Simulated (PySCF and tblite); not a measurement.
Results of a calculation; reference values are marked as such.
System: C5H4O3S, numbered as in [O:1]=[C:2]([OH:3])[c:4]1[cH:5][o:6][c:7]([SH:8])[cH:9]1.

Geometries: GFN2-xTB; energies: revPBE/pcSseg-1 + D3(BJ); zero-point and thermal terms from GFN2-xTB harmonic modes (soft modes blended into free rotors). Rates follow Eyring's equation with the number of equivalent paths and no tunnelling. Programs: tblite and PySCF.

Task: What barrier does the rotation about the C2–O3 bond (torsion O1–C2–O3–H from 0° to 180°, rising) meet, and how fast is it at 298 K?

Result: The electronic barrier is 12.5 kcal/mol and ΔG‡(298 K) 11.4 kcal/mol, over a C1 saddle with an imaginary mode of 588i cm⁻¹ (GFN2-xTB). With 2 equivalent paths, k is 5.2×10⁴ s⁻¹, a mean lifetime of the start of 19 µs against this motion. The end lies 5.5 kcal/mol above the start in free energy.
